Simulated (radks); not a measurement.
Values are calculated unless marked as measured or tabulated.
Problem. Ni3.3+, 24.7 electrons, occupied as [Ar] 3d6.7 (fractional occupations, a model configuration). Code: a radial shooting solver on a logarithmic mesh with Libxc functionals. Model: non-relativistic Kohn-Sham, BLYP, spin-unpolarised, spherical densities, point nucleus. Some entries of the table are withheld. Estimate them.

orbital  occ.  eigenvalue (hartree)  <r^2> (bohr^2)  <r> (bohr)
1s          2             -300.3097        0.004030     0.05483
2s          2             -37.13362         0.07270         (1)
2p          6             -32.64595         0.05753      0.2166
3s          2              -5.64961          0.6357      0.7427
3p          6              -4.27144          0.6960         (2)
3d        6.7              -1.96690          0.9686      0.8762

Solution. 
(1) 2s <r> (bohr): 0.2483
(2) 3p <r> (bohr): 0.7696
